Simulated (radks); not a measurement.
Values are calculated unless marked as measured or tabulated.
Initial-state core-level shifts of the germanium ion Ge+ when its valence configuration changes from [Ar] 3d10 4s2 4p1. Level of theory: scalar-relativistic Kohn-Sham, BLYP, spin-polarised, spherical densities, point nucleus; open shells are filled with parallel spins first (a radial shooting solver on a logarithmic mesh with Libxc functionals). Shifts are changes of the shell-averaged eigenvalues in eV (positive: less bound).

valence	1s	2s	2p	3s
3d10 4s1 4p2	-1.439	-1.385	-1.382	-1.453
3d10 4s1.5 4p1.5	-0.763	-0.734	-0.733	-0.766
3d9 4s2 4p2	-12.053	-13.235	-13.130	-11.039
3d8 4s2 4p3	-24.894	-27.457	-27.240	-22.375
3d9.5 4s2 4p1.5	-5.926	-6.491	-6.440	-5.478
